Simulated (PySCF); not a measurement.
A run for PySCF: R-HF/3-21G on H4OSiTe (SMILES O[Te][SiH3]), a point of a torsion scan.

```python
from pyscf import gto, scf, dft, mp
from pyscf.data.elements import chemcore

mol = gto.M(
    atom='''
    O     2.50170989   -0.40114755   -0.37756557
    Te    0.76371032   -1.01896595    0.42077862
    Si    1.88652790   -2.30941990    2.23571295
    H     2.77573646    0.42668739    0.01319426
    H     2.77149715   -1.45440754    3.02733098
    H     0.78114428   -2.77369805    3.06515903
    H     2.65958283   -3.44977855    1.75071775
    ''',
    basis='3-21g',
    charge=0, spin=0, verbose=3, max_memory=1800)
mf = scf.RHF(mol)
mf.conv_tol = 1e-8
mf.max_cycle = 100
mf.kernel()
if not mf.converged:
    mf = mf.newton().run(mf.mo_coeff, mf.mo_occ)
```

Question: Predict the final total energy.

Answer: -6946.8335 hartree.
